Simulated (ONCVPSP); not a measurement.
# F (Z = 9): excitation energies, all-electron against ONCV

ONCVPSP 4.0.1 input, shortened (lines: element, Z, core and valence counts, functional; n l f; lmax; l rc ep ncon nbas qcut; lloc lpopt rc5 dvloc0; l nproj debl; icmod fcfact rcfact), PBEsol, scalar-relativistic:

```
  F 9.00    1    2  -116133      upf
    1    0    2.00
    2    0    1.50
    2    1    5.50
    1
    0    0.75    0.00    4    9    9.30
    1    1.85    0.00    5    8    6.80
    4    5    0.60    0.00
    0    2    2.10
    1    1    2.60
    0    0.00    0.00
```

Energies are relative to the spin-unpolarised reference configuration 2s1.5 2p5.5; without spin polarisation the order of configurations can differ from experiment.

Q: Give the all-electron excitation energy and the error of the potential for: 2s2 2p5; 2s2 2p4; 2s2 2p3; 2s2 2p1.

A:

```tsv
valence configuration	charge	ΔE all-electron (eV)	error AE − PS (meV)
2s2 2p5	0	-9.341	-1.6
2s2 2p4	+1	9.976	+190
2s2 2p3	+2	48.254	+947
2s2 2p1	+4	194.335	+7456
```
